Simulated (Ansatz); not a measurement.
Input file for Ansatz (a program for electronic structure): R-PBE0/def2-TZVPPD on CH3Br (SMILES CBr) with ghost functions, monomers drawn apart or pushed together. Files ending in .json are basis or fitting sets from the Basis Set Exchange.

Ansatz 0.2 input:
```yaml
crystal:
  periodic: [false, false, false]
  atoms:
    - {symbol: C, position_ang: [0.40688129, -1.01505981, 4.35960829]}
    - {symbol: Br, position_ang: [1.67633546, 0.47393888, 4.33828836]}
    - {symbol: H, position_ang: [-0.32777303, -0.82931526, 3.58456893]}
    - {symbol: H, position_ang: [-0.05281176, -1.04004974, 5.34122251]}
    - {symbol: H, position_ang: [0.96391880, -1.92443672, 4.16374989]}
basis:
  gaussian:
    orbitals: def2-TZVPPD.json
    ghost_atoms:
      - {symbol: C, position_ang: [0.71617614, -0.47087965, 0.10971482]}
      - {symbol: C, position_ang: [-0.53952050, 0.29996342, 0.50558208]}
      - {symbol: H, position_ang: [0.53008685, -1.12198579, -0.74682486]}
      - {symbol: H, position_ang: [1.07685118, -1.09456708, 0.92948241]}
      - {symbol: H, position_ang: [1.52698939, 0.20851676, -0.15836518]}
      - {symbol: H, position_ang: [-0.89378254, 0.92890193, -0.31341234]}
      - {symbol: H, position_ang: [-0.34803582, 0.95023790, 1.36105573]}
      - {symbol: H, position_ang: [-1.35569895, -0.37614513, 0.77153973]}
hamiltonian:
  xc: {name: PBE0}
scf: {lower_state_search: off}
```

Output:

```
WARN ansatz: RAYON_NUM_THREADS=1 ignored (pool sized by the plan → 1); use --threads N
Functional definition: PBE0
these checks for a lower state are left out or cut short: stability, starts, cluster_reference, orbital_swaps, neighbouring_geometries, increment
integrals: 0.28 GiB planned
1447 factors; their error is unknown
mean field: 1.53 GiB planned
mean field evaluation 1: about -71119.6323 eV, gradient 3.9e1 eV
mean field evaluation 2: about -71117.3903 eV, gradient 4.6e1 eV
mean field evaluation 4: about -71122.9978 eV, gradient 1.3e0 eV
mean field evaluation 8: about -71123.3071 eV, gradient 5.2e-1 eV
mean field evaluation 16: about -71123.3073 eV, gradient 1.8e-6 eV
mean field -71123.30731512 eV, -2613.7333347214 hartree, gradient 1.8e-6 eV, S^2 0.000000; 0 other end points of the search recorded, 0 dependent functions left out
reference -71123.30735103 eV, -2613.7333360411 hartree; 22, 22 occupied and 299, 299 virtual orbitals, 1447 factors
Total energy: -71123.30735103 eV, -2613.7333360411 hartree
Checks for a lower state left out: stability, starts, cluster_reference, orbital_swaps, neighbouring_geometries, increment
```

The run converged.

Cost: very roughly 6 core-seconds.
